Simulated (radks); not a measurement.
Results of a calculation; reference values are marked as such.
Question: Species: Cu4+. Configuration: [Ar] 3d7 (the NIST ground configuration). Code: a radial shooting solver on a logarithmic mesh with Libxc functionals. Model: Dirac Kohn-Sham, PBE, spin-unpolarised, spherical densities, finite nucleus; open shells fill j = l - 1/2 first; Fermi nuclear charge, rms radius 3.8823 fm. Some entries of the table are withheld. Estimate them.

orbital,occ.,eigenvalue (eV),<r> (bohr)
1s1/2,2,-8919.766,(1)
2s1/2,2,-1134.399,0.2350
2p1/2,2,-1002.553,0.2042
2p3/2,4,-982.0705,0.2075
3s1/2,2,(2),0.6990
3p1/2,2,(3),0.7196
3p3/2,4,(4),0.7289
3d3/2,4,-71.1077,(5)
3d5/2,3,-70.7486,(6)

Answer: 
(1) 1s1/2 <r> (bohr): 0.05213
(2) 3s1/2 eigenvalue (eV): -183.7107
(3) 3p1/2 eigenvalue (eV): -142.4044
(4) 3p3/2 eigenvalue (eV): -139.6779
(5) 3d3/2 <r> (bohr): 0.8033
(6) 3d5/2 <r> (bohr): 0.8070
